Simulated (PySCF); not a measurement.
Isomers of C8H10Si, from PBE0-D3(BJ)/def2-SVP geometry optimisation, gas phase (PySCF). One conformer each, no zero-point energy, no frequencies.

Question: Which is lowest in electronic energy at this level?
A. `[SiH3:1][CH2:2][c:3]1[cH:4][cH:5][c:6]2[c:7]([cH:8]1)[CH2:9]2` with Si1–C2–C3–C4 89°: A = 3411, B = 789.9, C = 715.6 MHz, dipole 0.55 D
B. `[cH:1]1[cH:2][cH:3][c:4]([SiH:5]2[CH2:6][CH2:7]2)[cH:8][cH:9]1` with C3–C4–Si5–C6 -158°: A = 3707, B = 821.9, C = 712.2 MHz, dipole 0.76 D
C. `[CH2:1]=[CH:2][C:3]1=[CH:4][SiH2:5][CH:6]=[C:7]1[CH:8]=[CH2:9]` with C1–C2–C3–C4 148°, C6–C7–C8–C9 148°: A = 2275, B = 1112, C = 799.3 MHz, dipole 0.80 D
D. `[CH:1]#[C:2][Si:3]1([CH:4]=[CH2:5])[CH2:6][CH:7]=[CH:8][CH2:9]1` with C2–Si3–C4–C5 -1°: A = 1949, B = 1079, C = 886.7 MHz, dipole 0.38 D
E. `[cH:1]1[cH:2][cH:3][c:4]([C@@H:5]2[CH2:6][SiH2:7]2)[cH:8][cH:9]1` with C3–C4–C5–C6 23°: A = 3533, B = 821.1, C = 750.2 MHz, dipole 0.75 D

Answer: B. That is `c1ccc([SiH]2CC2)cc1`, 3.4 kcal/mol below the next.

| SMILES | mapped SMILES | E (Eh) | relative (kcal/mol) | relative (kJ/mol) | dipole (D) |
| --- | --- | --- | --- | --- | --- |
| c1ccc([SiH]2CC2)cc1 | [cH:1]1[cH:2][cH:3][c:4]([SiH:5]2[CH2:6][CH2:7]2)[cH:8][cH:9]1 | -599.54057 | 0.0 | 0.0 | 0.76 |
| c1ccc([C@@H]2C[SiH2]2)cc1 | [cH:1]1[cH:2][cH:3][c:4]([C@@H:5]2[CH2:6][SiH2:7]2)[cH:8][cH:9]1 | -599.53508 | 3.4 | 14.4 | 0.75 |
| C=CC1=C[SiH2]C=C1C=C | [CH2:1]=[CH:2][C:3]1=[CH:4][SiH2:5][CH:6]=[C:7]1[CH:8]=[CH2:9] | -599.48178 | 36.9 | 154.3 | 0.80 |
| C#C[Si]1(C=C)CC=CC1 | [CH:1]#[C:2][Si:3]1([CH:4]=[CH2:5])[CH2:6][CH:7]=[CH:8][CH2:9]1 | -599.47821 | 39.1 | 163.7 | 0.38 |
| [SiH3]Cc1ccc2c(c1)C2 | [SiH3:1][CH2:2][c:3]1[cH:4][cH:5][c:6]2[c:7]([cH:8]1)[CH2:9]2 | -599.47794 | 39.3 | 164.4 | 0.55 |
